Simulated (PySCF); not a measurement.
PySCF 2.14 output of an unrestricted PW91 calculation on a single atom or ion in def2-QZVPPD with the def2 core potential (28 electrons), with scalar relativity through the core potential:

```
SCF conv_tol = 1e-09
number electrons alpha = 8  beta = 4
    J. P. Perdew. In P. Ziesche and H. Eschrig, editors, Proceedings of the 75. WE-Heraeus-Seminar and 21st Annual International Symposium on Electronic Structure of Solids, 11. Berlin, 1991. Akademie Verlag.
    J. P. Perdew, J. A. Chevary, S. H. Vosko, K. A. Jackson, M. R. Pederson, D. J. Singh, and C. Fiolhais.,  Phys. Rev. B 46, 6671 (1992)
    J. P. Perdew, J. A. Chevary, S. H. Vosko, K. A. Jackson, M. R. Pederson, D. J. Singh, and C. Fiolhais.,  Phys. Rev. B 48, 4978 (1993)
    J. P. Perdew. In P. Ziesche and H. Eschrig, editors, Proceedings of the 75. WE-Heraeus-Seminar and 21st Annual International Symposium on Electronic Structure of Solids, 11. Berlin, 1991. Akademie Verlag.
    J. P. Perdew, J. A. Chevary, S. H. Vosko, K. A. Jackson, M. R. Pederson, D. J. Singh, and C. Fiolhais.,  Phys. Rev. B 46, 6671 (1992)
    J. P. Perdew, J. A. Chevary, S. H. Vosko, K. A. Jackson, M. R. Pederson, D. J. Singh, and C. Fiolhais.,  Phys. Rev. B 48, 4978 (1993)
cycle= 1 E= -67.2793814504269  delta_E= -0.00523  |g|= 0.0211  |ddm|= 0.175
cycle= 2 E= -67.2795030932859  delta_E= -0.000122  |g|= 0.00751  |ddm|= 0.0205
cycle= 3 E= -67.2795205784642  delta_E= -1.75e-05  |g|= 0.0015  |ddm|= 0.00573
cycle= 4 E= -67.2795213267354  delta_E= -7.48e-07  |g|= 0.000135  |ddm|= 0.00117
cycle= 5 E= -67.2795213332512  delta_E= -6.52e-09  |g|= 1.03e-05  |ddm|= 9.86e-05
cycle= 6 E= -67.2795213332951  delta_E= -4.39e-11  |g|= 2.56e-07  |ddm|= 7.4e-06
converged SCF energy = -67.2795213332951  <S^2> = 6.0004494  2S+1 = 5.0001798
```

The run itself started from symmetry-adapted Hartree-Fock orbitals and held the occupation by maximum overlap, on a logarithmic radial grid, so the iterations belong to that start.

**Question.** Which element, charge and spin multiplicity is this?

**Answer.** Mo²⁺ (molybdenum, charge +2), multiplicity 5; the state was [Kr] 4d4, high-spin 5D determinant.

Energies and moments cover only the electrons outside the core potential.
